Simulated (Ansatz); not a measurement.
Start from `C=C[NH][InH2]` and change one atom or group to get `C=CN[SiH2]S`.

Ansatz, PBE0-D4/def2-TZVP geometries, multiplicity 1. Each molecule was computed in one conformer, which needn't be the lowest.

Elements past krypton have def2 core potentials.

```csv
property,`C=C[NH][InH2]`
HOMO energy (PBE/def2-TZVPP) / eV,-4.71
HOMO–LUMO gap (PBE0/def2-TZVPP) / eV,4.12
LUMO energy (PBE0/def2-TZVPP) / eV,-1.58
HOMO–LUMO gap (B3LYP/def2-TZVPP) / eV,3.68
size of the dipole moment (ωB97M-V/def2-TZVPP) / D,1.60
"ideal-gas entropy at 298 K and 1 bar (rigid rotor, harmonic PBE0-D4/def2-TZVP) / J/(mol·K)",340
```

Q: What does the change do to each property? (Best estimate.)

A: The calculation gave: 
```csv
property,`C=CN[SiH2]S`,shift
HOMO energy (PBE/def2-TZVPP) / eV,-5.20,-0.49
HOMO–LUMO gap (PBE0/def2-TZVPP) / eV,6.65,2.53
LUMO energy (PBE0/def2-TZVPP) / eV,0.36,1.94
HOMO–LUMO gap (B3LYP/def2-TZVPP) / eV,6.15,2.47
size of the dipole moment (ωB97M-V/def2-TZVPP) / D,0.51,-1.09
"ideal-gas entropy at 298 K and 1 bar (rigid rotor, harmonic PBE0-D4/def2-TZVP) / J/(mol·K)",362,22
```

With PBE0 the HOMO falls by 0.59 eV and the LUMO rises by 1.94 eV, so the gap widens by about 2.53 eV. PBE moves the HOMO by -0.49 eV and ωB97M-V by -0.62 eV. The zero-point energy changes by 42.4 kJ/mol with +6 modes. Dipoles are sizes alone; their direction can turn. Modes under 60 cm⁻¹, often nearly free rotors, make the harmonic entropy too high.

B3LYP here is the variant with VWN-RPA as its local correlation; programs differ in this.
